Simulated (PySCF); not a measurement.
C₃H₁₁BO₂Si (SMILES C[SiH2]CCB(O)O), singlet, geometry from GFN2-xTB; CASSCF(6,4)/STO-3G in PySCF.

PySCF was given this input:
```python
from pyscf import gto, scf, mcscf
import numpy

mol = gto.M(
    atom='''
Si    2.11996654   -0.20953740   -0.83807259
C     2.95805096    0.24708506    0.80554270
C     0.28788290   -0.63028591   -0.54940209
C    -0.52384668    0.52869358    0.04260773
B    -2.05448342    0.16813836    0.34734283
O    -2.43472205   -1.12002353    0.44833295
O    -3.01345934    1.12274071    0.53625416
H     2.80208661   -1.36895437   -1.42995215
H     2.23191668    0.93097023   -1.76232360
H     2.53877770    1.15475502    1.23081929
H     4.02207438    0.41462201    0.66801420
H     2.84288467   -0.54392286    1.54150533
H    -0.17403528   -0.93211838   -1.49016757
H     0.19446921   -1.48864790    0.11663401
H    -0.05358215    0.84682352    0.97800603
H    -0.46362575    1.38885991   -0.63095128
H    -3.36541913   -1.23591425    0.64401867
H    -2.72973329    2.03166478    0.46151224
''',
    basis='sto-3g',
    verbose=4,
)

mf = scf.RHF(mol)
mf.kernel()
mc = mcscf.CASSCF(mf, 4, 6)
mc.fix_spin_(ss=0.0)
mc.kernel()
occ = numpy.linalg.eigvalsh(mc.fcisolver.make_rdm1(mc.ci, mc.ncas, mc.nelecas))[::-1]
ss = mc.fcisolver.spin_square(mc.ci, mc.ncas, mc.nelecas)[0]
print('natural occupations', occ.round(4), ' <S^2>', round(ss, 4))
```

Output, abridged:

```
PySCF version 2.14.0

[INPUT] verbose = 4
[INPUT] num. atoms = 18
[INPUT] num. electrons = 64
[INPUT] charge = 0
[INPUT] spin (= nelec alpha-beta = 2S) = 0
[INPUT] symmetry False subgroup None
[INPUT] Mole.unit = angstrom
[INPUT] Symbol           X                Y                Z      unit          X                Y                Z       unit  Magmom
[...]
nuclear repulsion = 352.340634556649
number of shells = 34
number of NR pGTOs = 150
number of NR cGTOs = 50
basis = sto-3g
ecp = {}

******** <class 'pyscf.scf.hf.RHF'> ********
method = RHF
initial guess = minao
damping factor = 0
level_shift factor = 0
DIIS = <class 'pyscf.scf.diis.CDIIS'>
diis_start_cycle = 1
diis_space = 8
diis_damp = 0
SCF conv_tol = 1e-09
SCF conv_tol_grad = None
SCF max_cycles = 50
direct_scf = True
direct_scf_tol = 1e-13
Set gradient conv threshold to 3.16228e-05
Initial guess from minao.
init E= -577.183660824127
[...]
cycle= 1 E= -576.318177413783  delta_E= 0.865  |g|= 0.56  |ddm|= 4.84
[...]
cycle= 2 E= -576.42637600493  delta_E= -0.108  |g|= 0.147  |ddm|= 0.902
[...]
cycle= 3 E= -576.433195105214  delta_E= -0.00682  |g|= 0.0296  |ddm|= 0.203
[...]
cycle= 4 E= -576.433585068108  delta_E= -0.00039  |g|= 0.00288  |ddm|= 0.0594
[...]
cycle= 5 E= -576.433588736895  delta_E= -3.67e-06  |g|= 0.000636  |ddm|= 0.00571
[...]
cycle= 6 E= -576.433588935512  delta_E= -1.99e-07  |g|= 0.000182  |ddm|= 0.00107
[...]
cycle= 7 E= -576.43358895712  delta_E= -2.16e-08  |g|= 3.9e-05  |ddm|= 0.000408
[...]
cycle= 8 E= -576.433588958171  delta_E= -1.05e-09  |g|= 1.13e-05  |ddm|= 8.83e-05
[...]
cycle= 9 E= -576.433588958247  delta_E= -7.53e-11  |g|= 2.03e-06  |ddm|= 2.72e-05
[...]
Extra cycle  E= -576.433588958249  delta_E= -2.27e-12  |g|= 8.13e-07  |ddm|= 3.94e-06
converged SCF energy = -576.433588958249

******** <class 'pyscf.mcscf.mc1step.CASSCF'> ********
CAS (3e+3e, 4o), ncore = 29, nvir = 17
max_cycle_macro = 50
max_cycle_micro = 4
conv_tol = 1e-07
conv_tol_grad = None
orbital rotation max_stepsize = 0.02
orbital rotation threshold for CI restart = 0.01
augmented hessian ah_max_cycle = 30
augmented hessian ah_conv_tol = 1e-12
augmented hessian ah_linear dependence = 1e-14
augmented hessian ah_level shift = 1e-08
augmented hessian ah_start_tol = 2.5
augmented hessian ah_start_cycle = 3
augmented hessian ah_grad_trust_region = 3
kf_trust_region = 3
kf_interval = 4
ci_response_space = 4
ci_grad_trust_region = 3
with_dep4 0
natorb = False
canonicalization = True
sorting_mo_energy = False
ao2mo_level = 2
internal_rotation = False
******** <class 'pyscf.fci.addons.SpinPenaltyFCISolver'> ********
max. cycles = 50
conv_tol = 1e-08
davidson only = True
linear dependence = 1e-12
level shift = 0.001
max iter space = 12
nroots = 1
pspace_size = 400
spin = None
CASCI E = -576.438025723911  S^2 = 0.0000000
Set conv_tol_grad to 0.000316228
macro iter   1 ( 21 JK    4 micro), CASSCF E = -576.438831230492  dE = -8.05506581e-04  S^2 = 0.0000000
               |grad[o]|=0.0168  |grad[c]|=0.0169  |ddm|=0.0112  |maxRot[o]|=0.211
macro iter   2 ( 17 JK    4 micro), CASSCF E = -576.439096745931  dE = -2.65515439e-04  S^2 = 0.0000000
               |grad[o]|=0.0107  |grad[c]|=0.0219  |ddm|=0.00763  |maxRot[o]|=0.128
macro iter   3 ( 12 JK    3 micro), CASSCF E = -576.439339962573  dE = -2.43216642e-04  S^2 = 0.0000000
               |grad[o]|=0.00842  |grad[c]|=0.0129  |ddm|=0.0104  |maxRot[o]|=0.149
macro iter   4 ( 12 JK    3 micro), CASSCF E = -576.439802409942  dE = -4.62447369e-04  S^2 = 0.0000000
               |grad[o]|=0.00803  |grad[c]|=0.00713  |ddm|=0.0151  |maxRot[o]|=0.149
macro iter   5 ( 12 JK    3 micro), CASSCF E = -576.440539362257  dE = -7.36952315e-04  S^2 = 0.0000000
               |grad[o]|=0.00765  |grad[c]|=0.00124  |ddm|=0.0179  |maxRot[o]|=0.149
macro iter   6 ( 12 JK    3 micro), CASSCF E = -576.441476190132  dE = -9.36827875e-04  S^2 = 0.0000000
               |grad[o]|=0.00748  |grad[c]|=0.0211  |ddm|=0.0177  |maxRot[o]|= 0.14
macro iter   7 ( 12 JK    3 micro), CASSCF E = -576.442129409248  dE = -6.53219116e-04  S^2 = 0.0000000
               |grad[o]|=0.00667  |grad[c]|=0.0235  |ddm|=0.0057  |maxRot[o]|=0.0798
macro iter   8 ( 12 JK    3 micro), CASSCF E = -576.442591055023  dE = -4.61645775e-04  S^2 = 0.0000000
               |grad[o]|=0.00529  |grad[c]|=0.00555  |ddm|=0.00368  |maxRot[o]|=0.0776
macro iter   9 ( 21 JK    4 micro), CASSCF E = -576.443054606330  dE = -4.63551307e-04  S^2 = 0.0000000
               |grad[o]|=0.00421  |grad[c]|=0.0614  |ddm|=0.0098  |maxRot[o]|=0.247
macro iter  10 ( 17 JK    4 micro), CASSCF E = -576.443269125459  dE = -2.14519129e-04  S^2 = 0.0000000
               |grad[o]|=0.00521  |grad[c]|=0.0212  |ddm|=0.00323  |maxRot[o]|=0.124
macro iter  11 ( 17 JK    4 micro), CASSCF E = -576.443402354267  dE = -1.33228808e-04  S^2 = 0.0000000
               |grad[o]|=0.00395  |grad[c]|=0.032  |ddm|=0.000874  |maxRot[o]|=0.113
macro iter  12 ( 17 JK    4 micro), CASSCF E = -576.443520489078  dE = -1.18134811e-04  S^2 = 0.0000000
               |grad[o]|=0.00304  |grad[c]|=0.0343  |ddm|=0.00271  |maxRot[o]|=0.145
macro iter  13 ( 21 JK    4 micro), CASSCF E = -576.443572302566  dE = -5.18134879e-05  S^2 = 0.0000000
               |grad[o]|=0.00272  |grad[c]|=0.00184  |ddm|=0.0022  |maxRot[o]|=0.0749
macro iter  14 ( 21 JK    4 micro), CASSCF E = -576.443534492617  dE =  3.78099489e-05  S^2 = 0.0000000
               |grad[o]|=0.00253  |grad[c]|=0.00398  |ddm|=0.00268  |maxRot[o]|=0.132
macro iter  15 ( 21 JK    4 micro), CASSCF E = -576.443582611124  dE = -4.81185066e-05  S^2 = 0.0000000
               |grad[o]|=0.00276  |grad[c]|=0.00208  |ddm|=0.000768  |maxRot[o]|=0.0572
macro iter  16 ( 21 JK    4 micro), CASSCF E = -576.443618458819  dE = -3.58476950e-05  S^2 = 0.0000000
               |grad[o]|=0.00256  |grad[c]|=0.00144  |ddm|=0.000649  |maxRot[o]|=0.0624
macro iter  17 ( 21 JK    4 micro), CASSCF E = -576.443602296641  dE =  1.61621775e-05  S^2 = 0.0000000
[...]
               |grad[o]|=0.00151  |grad[c]|=0.00371  |ddm|=0.00193  |maxRot[o]|=0.0892
macro iter  22 ( 21 JK    4 micro), CASSCF E = -576.443686834545  dE = -4.72303495e-05  S^2 = 0.0000000
               |grad[o]|=0.00178  |grad[c]|=0.000579  |ddm|=0.000953  |maxRot[o]|=0.0782
macro iter  23 ( 21 JK    4 micro), CASSCF E = -576.443653853535  dE =  3.29810101e-05  S^2 = 0.0000000
               |grad[o]|=0.0018  |grad[c]|=0.000911  |ddm|=0.000733  |maxRot[o]|=0.0578
macro iter  24 ( 22 JK    4 micro), CASSCF E = -576.443685918573  dE = -3.20650383e-05  S^2 = 0.0000000
               |grad[o]|=0.00161  |grad[c]|=0.000256  |ddm|=0.000443  |maxRot[o]|=0.0497
macro iter  25 ( 21 JK    4 micro), CASSCF E = -576.443716411568  dE = -3.04929944e-05  S^2 = 0.0000000
               |grad[o]|=0.00154  |grad[c]|=0.00371  |ddm|=0.000635  |maxRot[o]|=0.0879
macro iter  26 (  7 JK    2 micro), CASSCF E = -576.443750412577  dE = -3.40010091e-05  S^2 = 0.0000000
               |grad[o]|=0.00135  |grad[c]|=0.000587  |ddm|=0.000747  |maxRot[o]|=0.0435
macro iter  27 (  7 JK    2 micro), CASSCF E = -576.443790708349  dE = -4.02957721e-05  S^2 = 0.0000000
               |grad[o]|=0.00126  |grad[c]|=0.00105  |ddm|=0.00116  |maxRot[o]|=0.0551
macro iter  28 (  7 JK    2 micro), CASSCF E = -576.443831115017  dE = -4.04066681e-05  S^2 = 0.0000000
               |grad[o]|=0.00118  |grad[c]|=0.000873  |ddm|=0.00132  |maxRot[o]|=0.0621
macro iter  29 (  7 JK    2 micro), CASSCF E = -576.443865713418  dE = -3.45984013e-05  S^2 = 0.0000000
               |grad[o]|=0.00109  |grad[c]|=0.000243  |ddm|=0.00129  |maxRot[o]|=0.0658
macro iter  30 (  7 JK    2 micro), CASSCF E = -576.443890322847  dE = -2.46094284e-05  S^2 = 0.0000000
               |grad[o]|=0.000961  |grad[c]|=0.00168  |ddm|=0.00122  |maxRot[o]|=0.0678
macro iter  31 (  6 JK    2 micro), CASSCF E = -576.443902819941  dE = -1.24970943e-05  S^2 = 0.0000000
               |grad[o]|=0.000798  |grad[c]|=0.00205  |ddm|=0.00115  |maxRot[o]|=0.0492
macro iter  32 ( 11 JK    3 micro), CASSCF E = -576.443915727608  dE = -1.29076668e-05  S^2 = 0.0000000
               |grad[o]|=0.000669  |grad[c]|=0.00529  |ddm|=0.00366  |maxRot[o]|=0.0632
macro iter  33 (  7 JK    2 micro), CASSCF E = -576.443938079212  dE = -2.23516039e-05  S^2 = 0.0000000
               |grad[o]|=0.000821  |grad[c]|=0.00223  |ddm|=0.00155  |maxRot[o]|=0.0431
macro iter  34 (  7 JK    2 micro), CASSCF E = -576.443966108857  dE = -2.80296454e-05  S^2 = 0.0000000
               |grad[o]|=0.000842  |grad[c]|=0.0053  |ddm|=0.00271  |maxRot[o]|=0.0352
macro iter  35 (  7 JK    2 micro), CASSCF E = -576.444003065090  dE = -3.69562329e-05  S^2 = 0.0000000
               |grad[o]|=0.000872  |grad[c]|=0.00659  |ddm|=0.00362  |maxRot[o]|=0.0427
macro iter  36 (  7 JK    2 micro), CASSCF E = -576.444043964462  dE = -4.08993720e-05  S^2 = 0.0000000
               |grad[o]|=0.000953  |grad[c]|=0.00686  |ddm|=0.00315  |maxRot[o]|=0.0698
macro iter  37 (  7 JK    2 micro), CASSCF E = -576.444077328786  dE = -3.33643239e-05  S^2 = 0.0000000
               |grad[o]|=0.000926  |grad[c]|=0.0017  |ddm|=0.00228  |maxRot[o]|=0.0698
macro iter  38 (  7 JK    2 micro), CASSCF E = -576.444104083976  dE = -2.67551907e-05  S^2 = 0.0000000
               |grad[o]|=0.000983  |grad[c]|=0.00142  |ddm|=0.00157  |maxRot[o]|=0.0698
macro iter  39 (  7 JK    2 micro), CASSCF E = -576.444131876172  dE = -2.77921961e-05  S^2 = 0.0000000
               |grad[o]|=0.00105  |grad[c]|=0.00157  |ddm|=0.0013  |maxRot[o]|=0.0698
macro iter  40 (  7 JK    2 micro), CASSCF E = -576.444161035609  dE = -2.91594365e-05  S^2 = 0.0000000
               |grad[o]|=0.00112  |grad[c]|=0.000703  |ddm|=0.00107  |maxRot[o]|=0.0698
macro iter  41 (  7 JK    2 micro), CASSCF E = -576.444190704568  dE = -2.96689586e-05  S^2 = 0.0000000
               |grad[o]|=0.00118  |grad[c]|=0.00112  |ddm|=0.000973  |maxRot[o]|=0.0698
macro iter  42 (  7 JK    2 micro), CASSCF E = -576.444222458327  dE = -3.17537596e-05  S^2 = 0.0000000
               |grad[o]|=0.00125  |grad[c]|=0.0031  |ddm|=0.00126  |maxRot[o]|=0.0698
macro iter  43 (  7 JK    2 micro), CASSCF E = -576.444255578217  dE = -3.31198901e-05  S^2 = 0.0000000
               |grad[o]|=0.0013  |grad[c]|=0.00515  |ddm|=0.00191  |maxRot[o]|=0.0688
macro iter  44 (  7 JK    2 micro), CASSCF E = -576.444288300623  dE = -3.27224059e-05  S^2 = 0.0000000
               |grad[o]|=0.00132  |grad[c]|=0.00585  |ddm|=0.00252  |maxRot[o]|=0.0698
macro iter  45 (  7 JK    2 micro), CASSCF E = -576.444319926569  dE = -3.16259461e-05  S^2 = 0.0000000
               |grad[o]|=0.00133  |grad[c]|=0.00631  |ddm|=0.00309  |maxRot[o]|=0.0698
macro iter  46 (  7 JK    2 micro), CASSCF E = -576.444352604897  dE = -3.26783274e-05  S^2 = 0.0000000
               |grad[o]|=0.00132  |grad[c]|=0.0066  |ddm|=0.00366  |maxRot[o]|=0.0698
macro iter  47 (  7 JK    2 micro), CASSCF E = -576.444387038294  dE = -3.44333972e-05  S^2 = 0.0000000
               |grad[o]|=0.00132  |grad[c]|=0.00871  |ddm|=0.00429  |maxRot[o]|=0.0697
macro iter  48 (  7 JK    2 micro), CASSCF E = -576.444427048523  dE = -4.00102288e-05  S^2 = 0.0000000
               |grad[o]|=0.00131  |grad[c]|=0.0124  |ddm|=0.00465  |maxRot[o]|=0.0696
macro iter  49 (  7 JK    2 micro), CASSCF E = -576.444471555171  dE = -4.45066487e-05  S^2 = 0.0000000
               |grad[o]|=0.0013  |grad[c]|=0.0217  |ddm|=0.00338  |maxRot[o]|=0.0686
macro iter  50 (  5 JK    2 micro), CASSCF E = -576.444494220414  dE = -2.26652429e-05  S^2 = 0.0000000
               |grad[o]|=0.00112  |grad[c]|=0.00542  |ddm|=0.0012  |maxRot[o]|=0.0299
1-step CASSCF not converged,  50 macro (632 JK 145 micro) steps
CASSCF canonicalization
Density matrix diagonal elements [1.9994126  1.99356354 1.99607109 0.01095277]
CASSCF energy = -576.444494220414
CASCI E = -576.444494220414  E(CI) = -12.2906682869605  S^2 = 0.0000000
natural occupations [1.9997 1.9996 1.9902 0.0105]  <S^2> 0.0
```

Convergence was not reached.
